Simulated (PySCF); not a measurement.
## Working with the constants of ZrBr

M06 constants of ZrBr, quartet, unpaired electrons σ ↑, π ↑, δ ↑, a mixture of terms (⟨Lz²⟩ = 5.0) (PySCF, spin-free X2C with a Gaussian nucleus, basis sets Zr x2c-TZVPPall, Br x2c-TZVPPall; masses 89.9047 and 78.9183 u):

| Item | Value |
| --- | --- |
| ωe | 269.9 cm⁻¹ |
| ωexe | 0.616 cm⁻¹ |
| Be | 0.063651 cm⁻¹ |
| αe | 0.000201 cm⁻¹ |
| D (centrifugal) | 1.42e-08 cm⁻¹ |

Task: Give the vibrational terms G(v) and spacings up to v = 6.

Result: G(v) = ωe(v+½) − ωexe(v+½)².

```json
{"v": "0", "G(v) (cm⁻¹)": "134.8", "G(v) − G(v−1)": "", "Bv (cm⁻¹)": "0.06355"}
{"v": "1", "G(v) (cm⁻¹)": "403.5", "G(v) − G(v−1)": "268.7", "Bv (cm⁻¹)": "0.06335"}
{"v": "2", "G(v) (cm⁻¹)": "670.9", "G(v) − G(v−1)": "267.4", "Bv (cm⁻¹)": "0.06315"}
{"v": "3", "G(v) (cm⁻¹)": "937.1", "G(v) − G(v−1)": "266.2", "Bv (cm⁻¹)": "0.06295"}
{"v": "4", "G(v) (cm⁻¹)": "1202.1", "G(v) − G(v−1)": "265.0", "Bv (cm⁻¹)": "0.06275"}
{"v": "5", "G(v) (cm⁻¹)": "1465.8", "G(v) − G(v−1)": "263.7", "Bv (cm⁻¹)": "0.06255"}
{"v": "6", "G(v) (cm⁻¹)": "1728.3", "G(v) − G(v−1)": "262.5", "Bv (cm⁻¹)": "0.06234"}
```

De is left out where the level can put another filling of the metal’s s and d shells below the measured ground configuration, by anything from nothing to about 1 eV. These are scalar-relativistic numbers at best; spin–orbit coupling would shift them, the dissociation energy most. The state is the lowest single determinant that the PBE0 search found; with open d or f shells the true ground state can be another one.
